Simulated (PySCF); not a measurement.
How methods differ on the interval between two levels of Ag³⁺

Ag³⁺ [Kr] 4d8 [3F4, M_J = 4] → Ag³⁺ [Kr] 4d7 5p1 [5G6, M_J = 6], as a difference of total energies. Calculation: PySCF 2.14, in x2c-SVPall-2c with one added diffuse shell each of s, p, d type (7s9p7d1f, 76 functions); the two-component X2C-1e Hamiltonian. Correlated levels: [Ar] 3d10 frozen; the 6 highest virtual spinors dropped. "Screened" scales the spin-orbit matrix elements by Boettger's factors to mimic the two-electron term; Breit and QED terms are absent.

```json
{"method": "GHF (spin-free)", "interval between two levels (cm⁻¹)": "164450"}
{"method": "GMP2 (spin-free)", "interval between two levels (cm⁻¹)": "167700"}
{"method": "GHF (screened spin-orbit)", "interval between two levels (cm⁻¹)": "165450"}
{"method": "GMP2 (screened spin-orbit)", "interval between two levels (cm⁻¹)": "168770"}
```

The labels give the starting determinants; with spin-orbit coupling the two ends relaxed to ⟨J²⟩ = 20.01, ⟨L²⟩ = 12.08, ⟨S²⟩ = 2.00 and ⟨J²⟩ = 42.01, ⟨L²⟩ = 20.34, ⟨S²⟩ = 5.89.
